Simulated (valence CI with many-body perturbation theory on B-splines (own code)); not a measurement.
## Valence orbitals of Os⁶⁹⁺

Calculated by relativistic CI+MBPT: five valence electrons over a frozen Dirac-Fock core [He], radial functions for each j: 9 s, 9 p, 8 d, 6 f, 3 g, 1 h, with the one-electron correlation potential Σ1 (screened to all orders), the two-electron term Σ2, the three-electron term Σ3, Breit, model QED; selected single and double excitations, second order for the rest (own B-spline code, finite nucleus).

The last digits are not significant, and no measured levels were compared; by estimate large intervals hold to a few tenths of a per cent, small ones and those within an open d or f shell to about a per cent. Among the levels kept, up to 1200 cm⁻¹ of a level comes from second order outside the variational space, and about a tenth of that is noise between levels of different J, which matters for small intervals.

These are the spectroscopic orbitals of the CI (the correlating ones are not listed), shaped by the core and the other valence electrons. h is the expectation value of the core's Dirac-Fock operator, without the valence repulsion; Σ1 is computed up to l = 3 at one energy for each symmetry, that of its lowest orbital but kept below the first core excitation, so for empty shells it is not the orbital's own correlation shift; Breit and QED include the response of the core.

```
Orbital  h (hartree)  Σ1 (cm⁻¹)  Breit (cm⁻¹)  QED (cm⁻¹)  ⟨r⟩ (bohr)
  2s1/2      -770.03      -1635        137038      171074     0.07211
  3s1/2      -333.13       -414         37348       48717      0.1701
  4s1/2      -183.89       -163         14647       19803      0.3115
  5s1/2      -116.19      -80.7          7279        9914      0.4954
  2p1/2      -762.43      -4561        276297        9706     0.05930
  3p1/2      -330.97      -1050         72282        1902      0.1583
  4p1/2         -183       -405         28224         719      0.3005
  5p1/2      -115.74       -198         13971         351      0.4854
  2p3/2      -699.22      -2599         87103       24816     0.06687
  3p3/2      -312.18       -605         24289        6521      0.1691
  4p3/2      -175.14       -235         12117        2633      0.3149
  5p3/2      -111.75       -116          6100        1321      0.5032
  3d3/2      -311.37       -271          2513        -255      0.1428
  4d3/2       -174.8       -118          1385        -2.7      0.2894
  5d3/2      -111.58      -61.3           671        19.7      0.4785
  3d5/2       -306.2       -224           809        1965      0.1464
  4d5/2       -172.6      -96.8           447         922      0.2937
  5d5/2      -110.45      -50.1           208         491      0.4838
  4f5/2      -172.48      -20.6          14.0        -246      0.2526
  5f5/2      -110.39      -11.8          11.6        -119      0.4432
  4f7/2      -171.43      -19.1           4.2         228      0.2549
  5f7/2      -109.85      -10.9           3.5         125      0.4458
  5g7/2      -109.84                      0.1       -80.0      0.3892
  5g9/2      -109.52                      0.0        64.1      0.3909
```

Among the shells of the start configuration 2s2 2p3, Σ1 is largest in size for 2p1/2, where it is 0.0027 % of h.

Lowest root of each symmetry, sizes in configuration state functions:

```
  J  Parity  Roots  Reference  Variational  Second order  Change by selected CI (cm⁻¹)  Change by second order (cm⁻¹)
1/2    even     12         61        40000        105962                        -46549                            -41
3/2    even     15         85        39999        201634                        -47203                           -386
5/2    even     12         75        39997        248135                        -39195                           -491
7/2    even      5         40        39987        187324                        -40038                           -408
9/2    even      2         18        39074         89597                        -39057                            -16
1/2     odd     11         66        39995        124314                        -38804                            -43
3/2     odd     16        100        39992        207687                        -39700                           -213
5/2     odd     10         85        40000        259805                        -36638                           -476
7/2     odd      5         54        39997        203890                        -36901                           -461
9/2     odd      2         22        39996         84694                        -30977                            -44
```
